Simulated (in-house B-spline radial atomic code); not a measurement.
Ionising Mn VIII (Mn7+) with different functionals

Computed with a B-spline radial code for spherical atoms: four-component Dirac-Coulomb Hamiltonian, Fermi nucleus of rms radius 3.7057 fm, spin-restricted, spherical fractional occupations for the functionals, and exact exchange of hybrids averaged over the configuration. The ionisation energy is the difference of two self-consistent energies, [Ne] 3s2 3p6 → [Ne] 3s2 3p5, without Breit or QED terms; ε is the level of the shell that loses the electron (mean over j). The electron is taken from both j subshells in proportion to 2j + 1, so the result is a j average, not the step between ground levels.

| method | rung | ΔSCF (eV) | -ε(3p) (eV) |
| --- | --- | --- | --- |
| B97-1 | global hybrid | ? | ? |
| PBE0 | global hybrid | 196.35 | 186.56 |
| BHandHLYP | global hybrid | 196.12 | 189.95 |
| wB97X | range-separated hybrid | ? | ? |

Q: What does B97-1 give?

A: ΔSCF 196.30 eV, and -ε(3p) = 185.90 eV.

Q: What does wB97X give?

A: ΔSCF 196.26 eV, and -ε(3p) = 188.81 eV.

Q: Among the functionals, which spreads more, the ΔSCF values or the orbital energies?

A: The orbital energies: ΔSCF values span about 0.23 eV and the orbital energies 4.05 eV; here energy differences depend much less on the functional than eigenvalues do.

Q: How do they compare with the NIST value?

A: NIST lists 195.5 eV ± 0.3 (semi-empirical, ground level to ground level). Errors run from +0.62 to +0.85 eV. The correlated functionals all miss on the same side by more than they spread, so the cause is common to them (Breit-QED terms, spin polarisation, the choice among j levels, multiplet and fine-structure energies, or a listed next ion that isn't the cheapest removal here) and closeness doesn't rank the functionals.
